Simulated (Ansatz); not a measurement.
Cu₄H₅, relaxed as a doublet with UKS r2SCAN-D4/def2-SVP in Ansatz, starting from the GFN2-xTB geometry. Force threshold 0.02 eV/Å.

The relaxation made no stability test and no search for a lower SCF solution. No other spin state of charge 0 was run. The structure comes from a short search, and lower isomers may exist.

Start:

```xyz
9

Cu    0.517    1.051   -0.250
Cu    1.328   -1.162   -0.825
Cu   -0.725    0.199    1.907
Cu   -0.737   -0.482   -1.802
H     0.590    0.716    2.808
H    -1.267   -1.427   -2.719
H    -0.135    2.450   -0.129
H     2.483   -1.011   -0.006
H    -2.054   -0.335    1.016
```

(1) Estimate the energy that the relaxation releases and the steps that it takes.

(2) Does the start keep its bonding?

(3) Predict the relaxed structure.

## Answers

(1) 496.1 kJ/mol, in 16 steps; 2.4 min on 4 threads of Arm Neoverse V1 on a shared host. No frequencies were taken in this run, so the end may be a saddle point.

(2) Bonds formed: Cu1–H5, Cu1–H8, Cu2–H6, Cu2–H7, Cu3–H7, Cu4–H7, Cu4–H9 (atoms count from 1). Metal–metal contacts that move far: Cu3–Cu4 3.77 to 2.32 Å, Cu1–Cu4 2.52 to 3.27 Å. The end is the same structure that another start reached, the lowest one found.

(3) 
Cartesian coordinates in Å:
```
Cu 1.386 0.415 0.766
Cu 0.877 -0.615 -1.250
Cu -0.874 0.559 1.279
Cu -1.383 -0.469 -0.739
H 0.523 0.878 2.094
H -0.507 -1.183 -1.942
H -0.034 0.712 -0.354
H 2.271 -0.290 -0.434
H -2.257 -0.006 0.582
```
Bond lengths (bridged metal pairs left out): 12 × Cu–H 1.65 to 1.84 Å.
